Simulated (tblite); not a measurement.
Species: anthracene cation, C14H10 (charge +1 and doublet state).
SMILES: `c1cccc2[CH+]c3c(cccc3)[CH]c21`

Method: GFN2-xTB as coded in tblite; computed harmonic values from a numerical Hessian at the method's own geometry, unscaled. Against measured fundamentals such values can be off by several per cent, at times by over 20. Open shells enter through the occupations alone, without spin polarisation, and single modes of such species can be off by tens of per cent.

Harmonic wavenumbers (cm⁻¹): 77.4, 100.7, 197.8, 231.1, 232.2, 327.3, 373.3, 389.4, 408.7, 413.6, 429.5, 489.7, 494.8, 570.9, 578.2, 641.8, 682.3, 720.4, 733.0, 744.4, 777.6, 800.1, 854.7, 863.2, 863.4, 864.4, 875.0, 881.9, 919.0, 922.1, 928.3, 929.9, 1075.7, 1077.5, 1118.8, 1142.0, 1156.0, 1166.4, 1174.1, 1175.2, 1235.4, 1253.2, 1278.1, 1283.0, 1342.2, 1355.0, 1384.6, 1395.3, 1403.7, 1419.7, 1455.0, 1470.3, 1512.8, 1527.6, 1530.1, 1553.9, 3080.4, 3080.7, 3091.4, 3092.1, 3092.4, 3093.1, 3104.6, 3105.7, 3112.3, 3113.3.

A = 2177, B = 455.5, C = 376.7 MHz; mass 178.078 u (most abundant isotopes); point group D2h, symmetry number 4; spin multiplicity 2.

Zero-point energy?

Half the sum of the wavenumbers: 40884 cm⁻¹ = 489.08 kJ/mol.

Give the ideal-gas entropy at 350 K and 1 bar in the rigid-rotor, harmonic-oscillator model (classical rotation).

Translation 176.82, rotation 120.73, vibration 135.88, spin (R ln 2) 5.76: S = 439.2 J/(mol K).

And Cp and H(350 K) − H(0)?

Cp = 223.69 J/(mol K), of which vibrations give 190.43 (their classical limit is 66 R = 548.8); H(350 K) − H(0) = 40.13 kJ/mol without the zero-point energy, 28.49 from vibrations.

How do the functions run with temperature in this model?

```json
{"T (K)": "100", "S (J/(mol K))": "281.5", "Cp (J/(mol K))": "66.5", "H − H(0) (kJ/mol)": "4.63", "G − H(0) (kJ/mol)": "-23.53", "ln q(vib)": "0.83"}
{"T (K)": "200", "S (J/(mol K))": "344.4", "Cp (J/(mol K))": "124.1", "H − H(0) (kJ/mol)": "14.03", "G − H(0) (kJ/mol)": "-54.85", "ln q(vib)": "2.75"}
{"T (K)": "300", "S (J/(mol K))": "407.3", "Cp (J/(mol K))": "190.9", "H − H(0) (kJ/mol)": "29.76", "G − H(0) (kJ/mol)": "-92.43", "ln q(vib)": "5.19"}
{"T (K)": "500", "S (J/(mol K))": "533.7", "Cp (J/(mol K))": "306.9", "H − H(0) (kJ/mol)": "80.24", "G − H(0) (kJ/mol)": "-186.60", "ln q(vib)": "10.98"}
{"T (K)": "800", "S (J/(mol K))": "702.7", "Cp (J/(mol K))": "409.0", "H − H(0) (kJ/mol)": "189.31", "G − H(0) (kJ/mol)": "-372.84", "ln q(vib)": "20.27"}
{"T (K)": "1000", "S (J/(mol K))": "798.6", "Cp (J/(mol K))": "449.6", "H − H(0) (kJ/mol)": "275.42", "G − H(0) (kJ/mol)": "-523.17", "ln q(vib)": "26.24"}
```

q(vib) and H(0) count from the zero-point level.

Blend soft modes into free rotors: weight 1/[1 + (100 cm⁻¹/ν̃)⁴] for the oscillator and the rest for a rotor with moment μB/(μ + B), μ = h/(8π²ν), B = 10⁻⁴⁴ kg m². What vibrational entropy results?

131.30 J/(mol K) in place of 135.88, which changes −T·S at 350 K by +1.60 kJ/mol.

Hindered rotation and anharmonicity are outside this model.
